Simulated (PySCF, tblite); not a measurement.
Isomers of [C7H9N]+ (charge +1 and doublet state). Computed with GFN2-xTB (tblite): harmonic, unscaled wavenumbers at the GFN2-xTB geometry, gas phase. Errors from tens to a few hundred cm⁻¹ against measured bands are possible. One conformer each. Open shells enter through the occupations alone, without spin polarisation, and single modes of such species can be off by tens of per cent.

Electronic energies: B3LYP/pcH-1 single points on the GFN2-xTB geometries (PySCF, gas phase).

```json
{"SMILES": "C#C[C@H]1C=CC[N+]1C", "electronic energy, lowest = 0 (kJ/mol)": "233.1"}
{"SMILES": "[NH2+][C@]12C=C[C@H](C=C1)C2", "electronic energy, lowest = 0 (kJ/mol)": "201.6"}
{"SMILES": "[NH2+]Cc1ccccc1", "electronic energy, lowest = 0 (kJ/mol)": "0.0"}
{"SMILES": "N#C[C@@H]1C[CH+][CH]CC1", "electronic energy, lowest = 0 (kJ/mol)": "152.0"}
```

Problem. How do GFN2-xTB zero-point energies change the relative energies?

Solution. 
```
                      SMILES  ZPE (kJ/mol)  of it from modes above 1550 cm⁻¹  electronic (kJ/mol)  with ZPE, lowest = 0 (kJ/mol)  lowest mode (cm⁻¹)  rings
             [NH2+]Cc1ccccc1         359.6                             176.9                  0.0                            0.0                  34      1
     N#C[C@@H]1C[CH+][CH]CC1         360.4                             173.3                152.0                          152.9                  84      1
[NH2+][C@]12C=C[C@H](C=C1)C2         363.1                             180.8                201.6                          205.1                 213      2
         C#C[C@H]1C=CC[N+]1C         355.1                             185.0                233.1                          228.6                  43      1
```

The zero-point energies span 8.0 kJ/mol, from `C#C[C@H]1C=CC[N+]1C` to `[NH2+][C@]12C=C[C@H](C=C1)C2`. The order is unchanged.

Problem. And how do the electronic energies of GFN2-xTB itself compare?

Solution. `[NH2+]Cc1ccccc1` 0.0; `N#C[C@@H]1C[CH+][CH]CC1` 120.0; `[NH2+][C@]12C=C[C@H](C=C1)C2` 103.5; `C#C[C@H]1C=CC[N+]1C` 120.0 kJ/mol, lowest = 0. Against the energies above, taken from the same isomer `[NH2+]Cc1ccccc1`, the largest difference is 113.1 kJ/mol.

Problem. What do entropy and thermal enthalpy add at 298.15 K and 1 bar (rigid rotor, harmonic oscillator, one conformer each)?

Solution. 
```csv
SMILES,point group,symmetry number,S (J/(mol K)),H − H(0) (kJ/mol),ZPE + H − H(0) − TS (kJ/mol)
[NH2+]Cc1ccccc1,C1,1,375.3,23.84,271.5
N#C[C@@H]1C[CH+][CH]CC1,C1,1,361.0,22.47,275.3
[NH2+][C@]12C=C[C@H](C=C1)C2,Cs,1,340.2,20.72,282.4
C#C[C@H]1C=CC[N+]1C,C1,1,386.8,25.13,264.9
```

S holds R ln(2S + 1) for the spin.
